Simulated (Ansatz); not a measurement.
Species: [diamino(methyl)germyl]methane, C2H10GeN2 (charge 0, singlet). 
Structure (B3LYP-D3(BJ)/def2-TZVP (Ansatz, a program for electronic structure) minimum search):
```
Ge
N 1 1.8505
H 2 1.0111 1 114.67
H 2 1.0118 3 108.64 1 129.28
N 1 1.8621 2 109.03 3 87.13
H 5 1.0118 1 115.27 2 -68.81
H 5 1.0121 6 108.51 1 130.54
C 1 1.9546 2 109.25 3 -158.17
H 8 1.0895 1 109.97 2 60.76
H 8 1.0899 9 108.76 1 120.32
H 8 1.0907 9 108.76 10 118.10
C 1 1.9653 2 105.83 3 -36.28
H 12 1.0903 1 110.27 2 -177.67
H 12 1.0904 13 108.72 1 -121.09
H 12 1.0908 13 108.32 14 -117.91
```

Basis-set convergence of Hartree-Fock and CCSD correlation energies (hartree) with Ansatz. Valence correlation only, unless marked. Spin-orbit coupling is left out. The frozen core is the preceding noble-gas configuration, with the filled d and f shells of earlier blocks. Non-relativistic.

```
basis    functions        E(HF)  E(corr, CCSD)
-------  ---------  -----------  -------------
cc-pVDZ        133  -2265.84093       -0.79937
cc-pVTZ        303  -2265.98600       -0.96441
cc-pVQZ        588  -2266.00408       -1.01453
```

Extrapolating the two largest sets (X = 3 and 4) as X^-3: E(corr) = (64·(-1.01453) - 27·(-0.96441))/37 = -1.0511 Eh, an estimate of the basis-set limit. The largest set recovers 96.5 % of it, the smallest 76.1 %.
